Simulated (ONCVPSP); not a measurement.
Building the ONCV potential for Tb (Z = 65) (PBE, scalar-relativistic).

- Element: terbium (Tb)
- Generator: ONCVPSP 4.0.1
- Type: optimised norm-conserving Vanderbilt (ONCV)
- Functional: PBE
- Relativity: scalar-relativistic
- Frozen core: [Xe]
- Valence charge: 11
- Reference configuration: 4f9 6s1 (charge +1)
- Partial waves: 6s: rc 2.60 bohr, ncon 5, nbas 8, qcut 2.7 1/bohr, 2 projectors, debl 2.7 Ha; p scattering state at 0.04 Ha: rc 2.20 bohr, ncon 4, nbas 9, qcut 3.8 1/bohr, 2 projectors, debl 2.4 Ha; d scattering state at 0.11 Ha: rc 2.35 bohr, ncon 3, nbas 7, qcut 4.6 1/bohr, 2 projectors, debl 4 Ha; 4f: rc 0.90 bohr, ncon 4, nbas 8, qcut 21.7 1/bohr, 2 projectors, debl 3.7 Ha
- Local potential: polynomial inside 0.85 bohr (lpopt 5, dvloc0 0 Ha)
- Core correction: none

**Question.** Is a potential produced?

**Answer.** No. ONCVPSP 4.0.1 stopped with "optimize: ERROR ps0norm > uunorm, code will stop": the continuity conditions at rc already need more norm inside rc than the all-electron wave has, so norm conservation cannot be met. It happened in the s channel.
